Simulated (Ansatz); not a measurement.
## Counterpoise correction, worked out

The pair of Br⁻ (SMILES [Br-], atom 1) and CH4 (SMILES C, atoms 2–6), both closed shells, in one local arrangement (a lower one may exist), relaxed at PBE0-D4/def2-TZVPD:

```
atom    x (Å)    y (Å)    z (Å)
 Br1   0.1589   0.0187  -3.2797
  C2  -0.0316  -0.0037   0.6541
  H3   0.0264   0.0036  -0.4387
  H4  -1.0222  -0.3395   0.9670
  H5   0.1456   1.0026   1.0389
  H6   0.7227  -0.6817   1.0584
```

Ansatz 0.2.0; basis: def2-TZVPPD; cores frozen in the correlated methods. Filled d shells of the heavier atoms are correlated. The def2 sets are not built for correlating such inner shells, so the correlated values are less sure here.

CCSD(T) total energies in eV:

| system | geometry | basis functions | energy |
| --- | --- | --- | --- |
| pair | pair | all | -71109.61844 |
| Br⁻ | as in the pair | all (partner as ghosts) | -70009.10941 |
| CH4 | as in the pair | all (partner as ghosts) | -1100.41377 |
| Br⁻ | as in the pair | its own | -70009.07907 |
| CH4 | as in the pair | its own | -1100.41141 |
| Br⁻ | free (PBE0-D4 minimum) | its own | -70009.07907 |
| CH4 | free (PBE0-D4 minimum) | its own | -1100.41235 |

**Question.** Work out the interaction energy with and without the counterpoise correction, the superposition error, and the binding energy from the relaxed fragments.

**Answer.** Without correction: -71109.61844 − (-70009.07907) − (-1100.41141) = -0.12796 eV.
With correction (each fragment in the whole basis): -71109.61844 − (-70009.10941) − (-1100.41377) = -0.09526 eV = -2.20 kcal/mol.
The superposition error is the difference, 0.03270 eV, 26 % of the uncorrected value: each fragment borrows its partner's functions.
Deformation from the free shapes: 0.00000 eV for Br⁻ and 0.00094 eV for CH4.
Binding energy from relaxed fragments: -0.09526 + 0.00000 + 0.00094 = -0.09432 eV = -2.18 kcal/mol (electronic, without zero-point energy; negative means bound). For comparison, the corrected interaction energy by CCSD(T) at an estimated basis limit (MP2 extrapolated from triple and quadruple zeta, plus CCSD(T) − MP2 in triple zeta) is -0.111 eV; triple zeta with the correction binds less.

T1 diagnostic: at most 0.008.

For scale, one of the runs: CCSD(T)/def2-TZVPPD, 162 basis functions, launched by `ansatz run in.yaml --threads 2 --pin off --events-out ev --progress --plain --max-ram 5222MiB`. Hardware: 2 CPU threads of an Arm Neoverse V1, shared host. Wall time 39 s; peak host memory 1.2 GiB.
